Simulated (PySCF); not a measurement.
Partial charges of `[Cl][Al]([Cl])[Cl]`

AlCl₃.
Structure used (PBE0-D3(BJ)/def2-SVP), in Å, numbered top down from 1:
```
atom  x, y, z in Å
Al1   -0.003   -0.001    0.000
Cl2    2.076   -0.033    0.016
Cl3   -1.006    1.820   -0.024
Cl4   -1.067   -1.787    0.009
```

Density: PBE0/pcSseg-1 (pcSseg-2 on Al) (PySCF); schemes: Mulliken, IAO, Hirshfeld and ESP-fitted. Isolated species at its PBE0-D3(BJ)/def2-SVP geometry, gas phase.

**Question.** Atoms with like bonding are taken together and averaged. Which atoms carry the lowest charge in the Mulliken, IAO, Hirshfeld and ESP-fitted schemes?

**Answer.** All schemes agree: Mulliken Cl2/Cl3/Cl4 (-0.278); IAO Cl2/Cl3/Cl4 (-0.329); Hirshfeld Cl2/Cl3/Cl4 (-0.174); ESP-fitted Cl2/Cl3/Cl4 (-0.250).

**Question.** Which atoms carry the highest charge in the Mulliken, IAO, Hirshfeld and ESP-fitted schemes?

**Answer.** All schemes agree: Mulliken Al1 (+0.835); IAO Al1 (+0.987); Hirshfeld Al1 (+0.521); ESP-fitted Al1 (+0.750).

**Question.** Give the atomic charges in each scheme.

**Answer.** In e; atoms taken as equivalent share a row and are averaged (×n: the atom named and its like, n in all):

```tsv
atom	environment	Mulliken	IAO	Hirshfeld	ESP-fitted
Al1	aluminium bonded to 3 Cl	+0.835	+0.987	+0.521	+0.750
Cl2/Cl3/Cl4	chlorine bonded to Al	-0.278	-0.329	-0.174	-0.250
```

Mean size of the charges over all atoms: IAO 0.493 e, Mulliken 0.417 e, ESP-fitted 0.375 e, Hirshfeld 0.260 e. Each set sums to the total charge, 0, to within 0.001 e. The Hirshfeld scheme divides the density at each point in proportion to the densities of the neutral, spherically averaged free atoms.

**Question.** Sum the charges by element, for elements with more than one atom.

**Answer.** 
```json
{"element": "Cl", "atoms": "3", "Mulliken": "-0.835", "IAO": "-0.987", "Hirshfeld": "-0.521", "ESP-fitted": "-0.750"}
```

**Question.** How many electrons does the IAO scheme count on Al1?

**Answer.** Z − q = 13 − (+0.987) ≈ 12.014.
